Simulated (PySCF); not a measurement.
## PmCl3(NH3) at several levels of theory

Computed with PySCF 2.14.0 (density fitting, no spin-orbit coupling) at the geometry relaxed with PBE0:

```xyz
8
PmCl3(NH3) (singlet in the valence; each metal's 4f electrons, 4 of them, lie in its core potential, out of spins and levels)
Pm    0.0397   -0.0397    0.0397
Cl    1.1816    1.9436    1.1816
Cl   -1.9436   -1.1816    1.1816
Cl    1.1816   -1.1816   -1.9436
N    -1.4272    1.4272   -1.4272
H    -2.0372    2.0372   -0.8784
H    -0.8784    2.0372   -2.0372
H    -2.0372    0.8784   -2.0372
```

| level | basis | state | HOMO (eV) | gap (eV) | charge on Pm1 (e) | population of f-type functions on Pm1 (polarisation alone where 4f lies in the core) | dipole about the centre of mass (D) | largest force component (eV/Å) |
| --- | --- | --- | --- | --- | --- | --- | --- | --- |
| PBE0 | Pm lcecp-1-SVP with ECP50, Cl def2-SVP, N def2-SVP, H def2-SVP | singlet | -8.36 | 7.21 | 0.86 | 0.06 | 5.08 | 0.01 |
| r2SCAN | the same | singlet | -7.37 | 5.90 | 0.86 | 0.06 | 5.07 | 0.09 |
| PBE0 | Pm lcecp-1-TZVP with ECP50, Cl def2-TZVP, N def2-TZVP, H def2-TZVP | singlet | -8.52 | 7.23 | 1.38 | 0.08 | 4.98 | 0.22 |

In the lcecp rows the 4f levels are missing from HOMO and gap, and the state counts the valence alone.

Charges are Mulliken's, which hang on the basis. The relaxation used the grid (50, 194), these runs (75, 302) or, all-electron (x2c bases, spin-free X2C Hamiltonian), (99, 590).

Q: What does revPBE with Pm lcecp-1-SVP with ECP50, Cl def2-SVP, N def2-SVP, H def2-SVP give here?

A: state singlet, HOMO (eV) -6.92, gap (eV) 5.20, charge on Pm1 (e) 0.73, population of f-type functions on Pm1 (polarisation alone where 4f lies in the core) 0.06, dipole about the centre of mass (D) 5.03, largest force component (eV/Å) 0.23. Time: 9.4 s on 2 threads of Arm Neoverse V1, with other jobs on the host, from an already converged density.

In the first row's basis the gap widens with exact exchange: 5.2 to 5.9 eV for revPBE, r2SCAN (none); 7.2 eV for PBE0 (a fixed share).

An lcecp potential fixes the number of 4f electrons, so in runs with it no electron can move into or out of that shell.
